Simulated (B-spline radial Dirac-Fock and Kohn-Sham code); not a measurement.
Dipole and non-dipole photoemission parameters of Rb⁺ 2p3/2

System: Rb⁺ in the configuration 1s2 2s2 2p6 3s2 3p6 3d10 4s2 4p6; threshold 1810.8 eV (orbital energy of the model). Method: Dirac-Hartree-Slater photoionisation with a Latter tail; cross sections with all multipoles, angular parameters from the dipole term and its interference with E2. Computed with a B-spline atomic structure program.

| hν (eV) | σ (kb) | β | γ | δ |
| --- | --- | --- | --- | --- |
| 2250 | 192 | 1.349 | -0.098 | 0.015 |
| 3810 | 44.9 | 1.460 | 0.557 | 0.042 |
| 4000 | 39.0 | 1.452 | 0.615 | 0.045 |
| 4460 | 28.4 | 1.430 | 0.741 | 0.051 |
| 7400 | 6.07 | 1.258 | 1.280 | 0.094 |
| 8047.8 | 4.66 | 1.221 | 1.359 | 0.105 |
| 9251.7 | 2.99 | 1.157 | 1.484 | 0.124 |
| 11600 | ? | ? | ? | ? |
| 11800 | 1.35 | 1.038 | 1.686 | 0.164 |

Question: Give the values at 11600 eV.

Answer: σ = 1.43 kb, β = 1.046, γ = 1.672, δ = 0.161.
